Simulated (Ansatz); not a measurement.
Consider the formal exchange of groups at the Si–O bond: `CBO[SiH2][SiH3]` + `N=CO` → `N=C(O)[SiH2][SiH3]` + `CBO`.

Isolated molecules relaxed with PBE0-D4/def2-TZVP in Ansatz; ΔE leaves out vibrations. CBS: MP2 limit from def2 TZ/QZ plus the TZ coupled-cluster correction, frozen cores. This one scheme is used for every species. DFT in def2-TZVPP. B3LYP here is the variant with VWN-RPA as its local correlation; programs differ in this. Each species was taken in one conformer, which may not be the lowest.

| level | ΔE (kcal/mol) | difference from CCSD(T)/CBS |
| --- | --- | --- |
| PBE-D4 | 16.0 | -3.4 |
| r2SCAN-D4 | 18.8 | -0.6 |
| PBE0-D4 | 17.8 | -1.6 |
| B3LYP-D4 | 19.9 | 0.5 |
| ωB97X-V | 19.5 | 0.1 |
| ωB97M-V | 19.2 | -0.2 |
| B2PLYP | 19.7 | 0.3 |
| PBE | 15.7 | -3.7 |
| r2SCAN | 18.7 | -0.7 |
| PBE0 | 17.5 | -1.9 |
| B3LYP | 19.4 | 0.0 |
| HF/def2-TZVPP | 24.5 | 5.1 |
| MP2/def2-TZVPP | 19.6 | 0.2 |
| SCS-MP2/def2-TZVPP | 20.5 | 1.1 |
| CCSD/def2-TZVPP | 20.2 | 0.8 |
| CCSD(T)/def2-TZVPP | 19.3 | -0.1 |
| HF/def2-QZVPP | 24.9 | 5.5 |
| MP2/def2-QZVPP | 19.8 | 0.4 |
| SCS-MP2/def2-QZVPP | 20.6 | 1.2 |
| HF/CBS(def2) | 25.0 | 5.6 |
| MP2/CBS(def2) | 19.7 | 0.3 |
| CCSD/CBS(def2) | 20.3 | 0.9 |
| CCSD(T)/CBS | 19.4 | 0 |

Largest T1 diagnostic among the species: 0.015.

In def2-TZVPP, CCSD(T) changes the Hartree–Fock value by −5.2 kcal/mol (the triples alone add −0.9 kcal/mol) and MP2 by −4.9 kcal/mol. From PBE to PBE0 (25 % exact exchange), in def2-TZVPP and without D4, ΔE moves by +1.8 kcal/mol.
